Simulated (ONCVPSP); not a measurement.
**Before and after: ONCV potential for S**

```json
{"Element": "sulfur (S)", "Generator": "ONCVPSP 4.0.1", "Type": "optimised norm-conserving Vanderbilt (ONCV)", "Functional": "PBE", "Relativity": "fully relativistic", "Frozen core": "[Ne]", "Valence charge": "6", "Reference configuration": "3s2 3p4", "Partial waves": "3s: rc 1.30 bohr, ncon 5, nbas 9, qcut 6 1/bohr, 1 projector; 3p: rc 1.40 bohr, ncon 4, nbas 7, qcut 4.8 1/bohr, 2 projectors, debl 2.7 Ha; d scattering state at 0.02 Ha: rc 1.05 bohr, ncon 4, nbas 9, qcut 10.7 1/bohr, 2 projectors, debl 2.3 Ha", "Local potential": "polynomial inside 0.95 bohr (lpopt 1, dvloc0 1 Ha)", "Core correction": "none"}
```

Open shells are filled in proportion to 2j + 1.

All-electron outer shells of the reference configuration (PBE, scalar-relativistic, ld1.x):

```json
{"shell": "2s", "level (eV)": "-211.71", "outermost node (bohr)": "0.13", "outermost maximum (bohr)": "0.39"}
{"shell": "2p", "level (eV)": "-156.51", "outermost node (bohr)": "–", "outermost maximum (bohr)": "0.33"}
{"shell": "3s", "level (eV)": "-17.26", "outermost node (bohr)": "0.60", "outermost maximum (bohr)": "1.40"}
{"shell": "3p", "level (eV)": "-7.01", "outermost node (bohr)": "0.58", "outermost maximum (bohr)": "1.61"}
```

Change: s: ncon 4, nbas 8.

Cutoffs: the cutoffs (Ha) at which the residual kinetic energy of the hardest occupied pseudo-wave falls to 1 and 0.1 mHa per electron; they do not see the model core or the augmentation charge, which bear on the density cutoff. Errors are all-electron minus pseudo energies relative to the spin-unpolarised reference configuration.

Task: Predict the effect on cutoff, ghosts and configuration errors.

Result: The potential gets softer (14 Ha and 116 Ha → 13 Ha and 21 Ha); of the 4 tests that both files solve, the error grows in 1 and shrinks in 0 by more than 15 % and 0.3 meV (median size 10.1 → 9.0 meV); neither file shows a bound ghost.

```csv
quantity,base,changed
"cutoff, loose",14 Ha,13 Ha
"cutoff, tight",116 Ha,21 Ha
loose cutoff by channel,"s 14 Ha, p 6.1 Ha","s 13 Ha, p 6.1 Ha"
bound ghosts,none,none
GHOST(+) flags under 300 eV,s at 44.2 eV,s at 47.0 eV
"error for 3s2 3p3, meV [ΔE 11.77 eV]",+2.1,+1.8
"error for 3s2 3p2, meV [ΔE 34.05 eV]",+18,+16
"error for 3s2 3p1, meV [ΔE 68.09 eV]",+77,+70
"error for 3s1 3p5, meV [ΔE 10.31 eV]",+0.2,+1.4
s: phases at 1.32 bohr within 0.05 rad from the reference energy up to (Ha; the scan ends near 5),0.7,0.8
p3/2: phases at 1.42 bohr within 0.05 rad from the reference energy up to (Ha; the scan ends near 5),to the end of the scan,to the end of the scan
p1/2: phases at 1.42 bohr within 0.05 rad from the reference energy up to (Ha; the scan ends near 5),to the end of the scan,to the end of the scan
d5/2: phases at 1.07 bohr within 0.05 rad from the reference energy up to (Ha; the scan ends near 5),to the end of the scan,to the end of the scan
d3/2: phases at 1.07 bohr within 0.05 rad from the reference energy up to (Ha; the scan ends near 5),to the end of the scan,to the end of the scan
```

Base: The cutoffs count occupied waves only; projector 2 of the p channel, the hardest unoccupied one, needs 53 Ha at the loose tolerance. Changed file: The cutoffs count occupied waves only; projector 2 of the p channel, the hardest unoccupied one, needs 53 Ha at the loose tolerance.
